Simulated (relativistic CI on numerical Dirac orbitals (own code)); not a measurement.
**Slater and spin-orbit integrals, Kr22+**

Computed by Dirac-Coulomb-Breit CI, KLI orbitals optimised for each configuration, model QED, unscaled Slater integrals (own radial code, finite nucleus).

Slater integrals F^k, G^k are unscaled and averaged over j, outside the closed core [Ne]; ζ comes from projecting the Hamiltonian with its Breit term on Σ l·s of the shell.

- 3s2 3p2: F^2(3p,3p) = 224340, ζ(3p) = 63929 cm⁻¹; <r>(3p) = 0.4439, <r^2>(3p) = 0.2269 (bohr units).
- 3s 3p3: F^2(3p,3p) = 224180, G^1(3s,3p) = 284970, ζ(3p) = 63874 cm⁻¹; <r>(3s) = 0.4551, <r^2>(3s) = 0.2354, <r>(3p) = 0.4442, <r^2>(3p) = 0.2273 (bohr units).
- 3s2 3p 3d: ζ(3p) = 63815, F^2(3p,3d) = 224550, G^1(3p,3d) = 242480, G^3(3p,3d) = 161560, ζ(3d) = 7059.9 cm⁻¹; <r>(3p) = 0.4446, <r^2>(3p) = 0.2277, <r>(3d) = 0.3991, <r^2>(3d) = 0.1843 (bohr units).

Averages of the first 10 configurations, taken without configuration mixing, which lowers the lowest level and can move excited configurations by several eV; other configurations of the list can lie among them:

```
Configuration  Parity  States  Average energy above the lowest level (eV)
      3s2 3p2    even      15                                        20.3
       3s 3p3     odd      40                                        89.1
    3s2 3p 3d     odd      60                                       115.4
          3p4    even      15                                       167.5
    3s 3p2 3d    even     300                                       179.9
       3p3 3d     odd     200                                       254.2
    3s 3p 3d2     odd     540                                       274.3
    3s2 3d 4p     odd      60                                       586.2
       3p3 4s     odd      40                                       603.7
    3s2 3p 4s     odd      12                                       463.4
```
